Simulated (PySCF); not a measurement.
Computed with PBE-D3(BJ)/def2-TZVP // M06-2X/def2-TZVP (PySCF 2.14.0). Gas-phase values, no solvent. Delta-SCF ions had no search for a lower state. 

Reference species (SMILES): `[BH2][GeH3]` (neutral, multiplicity 1).

```
Item                                      Result
--------------------------------------  --------
LUMO                                    -3.42 eV
HOMO                                    -7.14 eV
vertical ionisation energy (Delta-SCF)  10.44 eV
```

Changed species: `B` (X = H; the reference has X = germyl).

Problem. What does the change do to the LUMO, HOMO and vertical ionisation energy (Delta-SCF)?

Solution. the LUMO rises by 0.38 eV, to -3.04 eV; the HOMO drops by 1.35 eV, to -8.49 eV; the vertical ionisation energy (Delta-SCF) rises by 2.47 eV, to 12.91 eV.
